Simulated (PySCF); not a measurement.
**ISCl3, singlet: data card**

Level of theory: PySCF, PBE0, basis I def2-SVP with ECP28, S def2-SVP, Cl def2-SVP (scalar-relativistic core potentials, no spin–orbit coupling, density fitting).

The structure is a minimum.

```xyz
5
charge 0 multiplicity 1, angstrom
I     0.0000   -0.1107    0.2849
S     0.0000   -1.8969   -1.0256
Cl    2.4638    0.1004    0.4650
Cl    0.0000    1.9366   -1.0241
Cl   -2.4638    0.1004    0.4650
```

```
Point group                                                                   : Cs
Bond lengths                                                                  : I–Cl 2.430 Å, I–Cl 2.479 Å (×2), I–S 2.215 Å
Bond angles                                                                   : Cl–I–Cl 88.1° (×2), Cl–I–Cl 167.1°, Cl–I–S 96.4° (×2), Cl–I–S 111.1°
Principal polarisabilities                                                    : 55.2, 101.0, 119.3 bohr³
Entropy at 298.15 K and 1 bar                                                 : 390.4 J/(mol K)
Lowest empty level                                                            : -5.05 eV
Zero-point energy                                                             : 12.0 kJ/mol
Dipole moment                                                                 : 1.21 D
Principal quadrupole moments (Buckingham, traceless) about the centre of mass : -12.74, 5.58, 7.16 D Å
Atomisation energy without zero-point energy                                  : 539 kJ/mol
Highest occupied level                                                        : -8.25 eV
Rotational symmetry number                                                    : 1
Rotational constants                                                          : 0.04898, 0.03243, 0.02503 cm⁻¹
Enthalpy at 298.15 K above 0 K                                                : 22.92 kJ/mol
Heat capacity Cp at 298.15 K                                                  : 99.9 J/(mol K)
```

Harmonic modes (masses in u: I 126.904, S 31.972, Cl 34.969):
```csv
symmetry,ω (cm⁻¹),IR (km/mol),type
a',72,1.7,bend
a',102,2.9,bend
a'',132,0.3,bend
a',144,6.8,bend
a'',164,0.9,bend
a',273,6.5,stretch
a',313,41.5,stretch
a'',335,182,stretch
a',474,25.2,stretch
```

Charges (e):
| atom | Mulliken | Löwdin | polar tensor | Mayer order to I1 |
| --- | --- | --- | --- | --- |
| I1 | 0.97 | 0.87 | 1.98 | – |
| S2 | -0.15 | -0.17 | -0.28 | 1.52 |
| Cl3,5 | -0.32 | -0.28 | -0.63 | 0.70 |
| Cl4 | -0.19 | -0.15 | -0.45 | 0.72 |

Mulliken populations on I1 (electrons outside its core potential): s 3.91, p 9.69, d 10.42.

Counting electrons, iodine keeps 2 of its valence electrons outside its bonds, so the VSEPR class is AX4E1 and the expected shape is see-saw; with unlike ligands the computed point group is Cs.

Other isomers or separated fragments may lie lower.

The final relaxation and frequency run took roughly 3 core-minutes on a shared host.
